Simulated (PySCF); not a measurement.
Isomers of C5H6F3OP. Method used: PBE0-D3(BJ)/def2-SVP geometry optimisation, gas phase (PySCF). One conformer each; no zero-point energy, no entropy. No frequencies were run at this level. Point groups hold within 0.08 Å.

Question: Rank from lowest to highest electronic energy at this level (kJ/mol).
A. `[O:1]=[P@H:2]1[CH:3]=[C:4]([C:5]([F:6])([F:7])[F:8])[CH2:9][CH2:10]1` with O1–P2–C3–C4 134°, C3–C4–C9–C10 -13°, C4–C9–C10–P2 18°, O1–P2–C10–C9 -142°
B. `[O:1]=[P@@H:2]([C:3]([F:4])=[C:5]([F:6])[F:7])[CH:8]1[CH2:9][CH2:10]1` with O1–P2–C3–F4 178°, O1–P2–C8–C9 30°

Answer: A (0.0), B (209.1).

As drawn, the higher has a three-membered ring, which the lower lacks.

```json
{"SMILES": "O=[P@H]1C=C(C(F)(F)F)CC1", "E (Eh)": "-909.02054", "E rel (kJ/mol)": "0.0", "dipole (D)": "3.29", "point group": "C1", "A, B, C (MHz)": "2531, 642.3, 580.5"}
{"SMILES": "O=[P@@H](C(F)=C(F)F)C1CC1", "E (Eh)": "-908.94089", "E rel (kJ/mol)": "209.1", "dipole (D)": "2.93", "point group": "C1", "A, B, C (MHz)": "2002, 722.0, 637.9"}
```

Q: How do the relative energies change in single points at PBE0/pcSseg-1 (no added dispersion term) on the same geometries?

A: 
```csv
SMILES,PBE0-D3(BJ)/def2-SVP (kJ/mol),PBE0/pcSseg-1 (kJ/mol),shift
O=[P@H]1C=C(C(F)(F)F)CC1,0.0,0.0,0.0
O=[P@@H](C(F)=C(F)F)C1CC1,209.1,209.4,+0.3
```

Each column counts from its own lowest isomer. The order is unchanged; the largest shift is 0.3 kJ/mol.
